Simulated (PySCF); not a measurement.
C₅H₅F, SMILES C(=C)=CC(=C)F. Coordinates come from a PBE0-D3(BJ)/def2-SVP optimisation. The structure was generated by enumeration, and PubChem lists no compound with its InChIKey, so it may never have been made. One conformer was computed; it need not be the lowest.

Level of theory: PBE0-D3(BJ)/def2-SVP (PySCF 2.14.0).

Harmonic wavenumbers (cm⁻¹): 104, 138, 341, 371, 431, 438, 650, 704, 731, 856, 878, 892, 897, 962, 980, 1110, 1294, 1379, 1389, 1473, 1746, 2088, 3144, 3188, 3203, 3236, 3315. Rotational constants (GHz): 9.611, 2.187, 1.804; symmetry number 1.

Work out the zero-point energy and the ideal-gas rigid-rotor harmonic-oscillator thermochemistry at 298.15 K and 1 atm.

ZPE = ½ Σ hcν = ½ × 35940 cm⁻¹ = 214.97 kJ/mol. H − E(el) = 233.75 kJ/mol. Entropy in J/(mol K): translation 164.02, rotation 111.05, vibration 50.53, total 325.59. G − E(el) = 136.67 kJ/mol. Cp = 100.17 J/(mol K). Modes under 150 cm⁻¹ make the vibrational entropy uncertain.
